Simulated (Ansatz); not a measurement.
`F[SiH]1CN1CS`, relaxed with RKS PBE-D4/def2-SVP in the Gaussian-basis code of Ansatz from a rough embedded geometry. The force threshold is 0.03 eV/Å; the program also tests the step.

The species carries charge 0 and has multiplicity 1.

Start:

```xyz
12

F     2.034   -0.305    1.374
Si    0.505   -0.415    1.651
C    -0.503   -1.137    0.270
N    -0.351    0.350    0.385
C     0.373    0.874   -0.805
S    -0.861    1.358   -2.083
H    -0.012    0.332    2.854
H    -0.001   -1.699   -0.404
H    -1.545   -1.501    0.573
H     0.885    1.760   -0.533
H     1.067    0.163   -1.288
H    -1.591    0.220   -1.994
```

(1) By how much does the energy fall, and how many steps does the optimiser take? (Estimate.)

(2) Which bonds change most? (Best estimate.)

(3) Give the relaxed structure. (Estimate.)

Results:

(1) Computed: 1.23 eV, in 21 steps.

(2) The calculation gave: C3–H8 from 1.010 to 1.109 Å; F1–Si2 from 1.559 to 1.633 Å; N4–C5 from 1.489 to 1.421 Å; C5–H10 from 1.059 to 1.108 Å.

(3) The calculation gave: 
```xyz
12

F     1.748   -0.599    2.571
Si    0.412   -0.281    1.686
C    -0.153   -1.298    0.248
N     0.619   -0.036    0.004
C     0.384    0.871   -1.065
S    -1.331    1.622   -1.167
H    -0.489    0.540    2.541
H     0.334   -2.236   -0.088
H    -1.236   -1.259   -0.009
H     1.053    1.748   -0.961
H     0.592    0.399   -2.049
H    -1.935    0.529   -1.711
```
